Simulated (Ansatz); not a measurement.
Isolated molecules relaxed with PBE0-D4/def2-TZVP in Ansatz; ΔE leaves out vibrations. CBS: MP2 limit from def2 TZ/QZ plus the TZ coupled-cluster correction, frozen cores. This one scheme is used for every species, atoms too. DFT in def2-TZVPP. HSE06 is defined as in plane-wave codes. Open shells (•) are unrestricted, without spin–orbit coupling. Spin–orbit coupling would lower the free atoms: a little for C, Cl, F, Si. Each species was taken in one conformer, which may not be the lowest.

Reaction (atomization): `FCN[SiH2]Cl` → C• + Cl• + F• + 5 H• + N• + Si•

`FCN[SiH2]Cl`:

Z-matrix (Å, degrees):
```
C
N 1 1.409
F 1 1.392 2 111.7
H 1 1.093 2 110.4 3 118.6
H 1 1.093 2 111.9 3 -118.7
Si 2 1.709 1 125.3 3 -100.3
H 2 1.008 1 114.8 3 79.5
Cl 6 2.064 2 113.0 1 -91.8
H 6 1.478 2 109.0 1 150.4
H 6 1.477 2 108.2 1 25.7
```

Task: What is ΔE at CCSD(T)/CBS? (Estimate.)

Result: The calculation gave: +838.5 kcal/mol.

Task: What do these levels give: BLYP-D4, r2SCAN-D4, r2SCANh-D4, ωB97M-V, PBE0, r2SCANh, HSE06, CAM-B3LYP, LC-ωPBE, HF/def2-TZVPP, CCSD/def2-TZVPP, MP2/CBS(def2)? (An estimate is asked.)

Result: Computed: BLYP-D4 836.1, r2SCAN-D4 837.3, r2SCANh-D4 831.5, ωB97M-V 842.1, PBE0 832.4, r2SCANh 830.2, HSE06 833.3, CAM-B3LYP 838.1, LC-ωPBE 834.2, HF/def2-TZVPP 598.7, CCSD/def2-TZVPP 799.9, MP2/CBS(def2) 854.1 kcal/mol.

Largest T1 diagnostic among the species: 0.012.

Leaving LDA and LC-ωPBE aside and taking each functional with its dispersion term where it has one, the values, not all of them listed here, spread over 40.6 kcal/mol, from BHLYP-D4 to PBE-D4. LDA lies +115.5 kcal/mol from PBE without D4, its usual overbinding. The D4 term adds +8.0 kcal/mol with B3LYP and +4.2 kcal/mol with PBE0; it sums over pairs of atoms, weighted by their polarisabilities, and B3LYP, whose exchange is more repulsive, gets the larger term. From r2SCAN to r2SCAN0 (25 % exact exchange), in def2-TZVPP and without D4, ΔE moves by −14.2 kcal/mol: exact exchange takes away binding that semilocal exchange gives to molecules.

B3LYP here is the variant with VWN-RPA as its local correlation; programs differ in this.

For atomizations the MP2-based limit and the directly extrapolated one differ by several kJ/mol either way, and by 10 to 25 for some Ge, Se and Sn compounds, so smaller differences from it don't rank the levels.
